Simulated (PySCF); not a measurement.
**Computed properties of C3H5, SMILES C=[C]C**

C3H5, SMILES C=[C]C (connectivity only; charge and spin as stated), charge +1, multiplicity 1. Geometry optimised at TPSSh-D3(BJ)/def2-TZVP. The spin state was assumed, not searched. The isomer is the one that the SMILES or the coordinates give; other isomers of the formula were not compared. Other conformers were not sampled. All values are computed for the isolated molecule unless a solvent is named; none is compared with measurement here.

**Structure.** The optimised structure has Cs symmetry. All 18 harmonic modes at TPSSh-D3(BJ)/def2-TZVP (PySCF) are real, so it is a minimum. With heavy atoms numbered as in [CH2:1]=[C:2][CH3:3], the shortest bond between them is C1–C2 at 1.268 Å and the longest C2–C3 at 1.404 Å.

**Vibrations.** The strongest infrared lines (harmonic, unscaled, degenerate partners summed) lie at 3068 cm⁻¹ (194 km/mol, H 94 %), 1925 cm⁻¹ (177 km/mol, C 97 %), 2888 cm⁻¹ (153 km/mol, H 95 %). The softest mode is at 181 cm⁻¹ and the zero-point energy is 39.7 kcal/mol.

**Electronic structure.** M06-2X/def2-TZVPD (PySCF) places the frontier levels at -16.39 and -8.37 eV, a gap of 8.02 eV and a mean polarisability of 32.5 bohr³.

**Excitations.** TDA-CAM-B3LYP/def2-SVPD (PySCF) has S1 at 3.39 eV (365 nm, f = 0.000, dark); the most intense of the 10 singlets computed lies at 10.79 eV (f = 1.04). T1 (TDA) is at 2.80 eV, 0.59 eV under S1. No vertical singlet excitation falls in the visible range (under 3.1 eV).

**NMR.** GIAO shifts at PBE0/pcSseg-2 (PySCF) (non-relativistic, atoms alike by connectivity averaged): ¹³C from 31.4 to 342.5 ppm against TMS; ¹H from 4.8 to 7.7 ppm against TMS.
